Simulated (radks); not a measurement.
Task: All-electron atom: the tellurium ion Te4+ in [Kr] 4d9 5s2 5p1 (not the ground configuration). Method: scalar-relativistic Kohn-Sham, LDA (Slater exchange, Perdew-Wang correlation), spin-polarised, spherical densities, finite nucleus; open shells are filled with parallel spins first (spin-orbit coupling, left out, can overturn this in heavy ions); Fermi nuclear charge, rms radius 4.7423 fm; computed with a radial shooting solver on a logarithmic mesh with Libxc functionals. Some entries of the table are withheld. Estimate them.

orbital,occ.,eigenvalue (hartree),r(max) (bohr),<r^2> (bohr^2)
1s up,1,-1162.948,0.01796,0.001050
1s down,1,-1162.946,0.01796,0.001050
2s up,1,-180.0766,0.1015,0.01697
2s down,1,-180.0637,0.1015,0.01697
2p up,3,-161.9602,0.08124,0.01341
2p down,3,-161.9491,0.08124,0.01341
3s up,1,-37.39640,0.2930,0.1189
3s down,1,-37.38655,0.2930,0.1189
3p up,3,-31.50623,0.2864,0.1192
3p down,3,-31.49561,0.2864,0.1191
3d up,5,-22.57502,0.2375,0.1044
3d down,5,-22.56184,0.2375,0.1043
4s up,1,-7.94746,0.6990,0.6529
4s down,1,-7.90773,0.6988,0.6527
4p up,3,-6.10319,0.7348,0.7536
4p down,3,-6.06326,0.7346,0.7533
4d up,5,-3.39799,0.8019,1.034
4d down,4,-3.35758,0.8018,1.033
5s up,1,-2.10596,1.664,3.680
5s down,1,-2.06220,1.663,3.694
5p up,1,(1),(2),4.728
5p down,0,(3),(4),4.778
4f up,0,-0.90479,1.377,4.433
6s up,0,-0.89612,3.509,14.47
6s down,0,-0.87963,3.548,14.85
4f down,0,-0.86571,1.375,4.624

Result: 
(1) 5p up eigenvalue (hartree): -1.64865
(2) 5p up r(max) (bohr): 1.874
(3) 5p down eigenvalue (hartree): -1.60629
(4) 5p down r(max) (bohr): 1.875
